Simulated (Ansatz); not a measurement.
Consider the formal exchange of groups at the Al–Cl bond: `C[O][Al]([OH])[Cl]` + CH₄ → `C[O][Al]([CH3])[OH]` + HCl.

Computed with Ansatz on PBE0-D4/def2-TZVP structures; ΔE is electronic, products minus reactants. CCSD(T)/CBS adds triple-zeta CCSD(T) − MP2 to the extrapolated MP2 energy (def2 sets, frozen cores). This one scheme is used for every species. DFT in def2-TZVPP. Each species was taken in one conformer, which may not be the lowest.

```
       level  ΔE (kJ/mol)
      B97M-V        167.1
MP2/def2-SVP        169.5
```

Problem. What does CCSD(T)/CBS give? (Best estimate.)

Solution. Computed: +163.4 kJ/mol. The listed levels differ from it by 3.7, 6.1 kJ/mol.

Problem. What do rigid-rotor, harmonic-oscillator terms from PBE0-D4/def2-TZVP frequencies (298.15 K, 1 bar) make of the CCSD(T)/CBS value? (Estimate.)

Solution. Computed: ΔZPE = -10.9 kJ/mol, ΔH = +154.0 kJ/mol, ΔS = 22 J/(mol·K), ΔG = +147.6 kJ/mol. Modes under 50 cm⁻¹ make the entropy rough.

Largest T1 diagnostic among the species: 0.012.

From BLYP to BHLYP (50 % exact exchange), in def2-TZVPP and without D4, ΔE moves by +11.1 kJ/mol. Leaving LDA and LC-ωPBE aside and taking each functional with its dispersion term where it has one, the values, not all of them listed here, spread over 16.0 kJ/mol, from PBE-D4 to BHLYP-D4. LDA lies −5.9 kJ/mol from PBE without D4. In def2-TZVPP, CCSD(T) changes the Hartree–Fock value by −19.9 kJ/mol (the triples alone add −1.7 kJ/mol) and MP2 by −14.8 kJ/mol.
